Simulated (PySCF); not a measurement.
Input for PySCF:
```python
from pyscf import gto, scf, dft

mol = gto.Mole()
mol.atom = '''
    C    -0.00000000   -0.00000000   -1.07903369
    S     0.00000000    0.00000000    0.40463763
'''
mol.basis = 'cc-pvtz'
mol.charge = 1
mol.spin = 1
mol.verbose = 4
mol.build()

mf = dft.UKS(mol)
mf.xc = 'wb97x'
mf.kernel()
```

### Question
Estimate the total energy that WB97X/cc-pVTZ (PySCF) returns for this input.

### Answer
-435.8017 Eh

### Question
What number of basis functions does WB97X/cc-pVTZ give?

### Answer
64

### Question
What Mulliken (on the basis functions themselves) charges in atom order does WB97X/cc-pVTZ give?

### Answer
C1 0.34, S2 0.66

### Question
Give the nuclear repulsion energy at the level WB97X/cc-pVTZ.

### Answer
34.2401 Eh

### Question
What is the computed HOMO energy (WB97X/cc-pVTZ)?

### Answer
-20.87 eV

### Question
Give the <S^2> at the level WB97X/cc-pVTZ.

### Answer
0.823

These values belong to the state on which the SCF converged, which isn't shown to be the lowest.
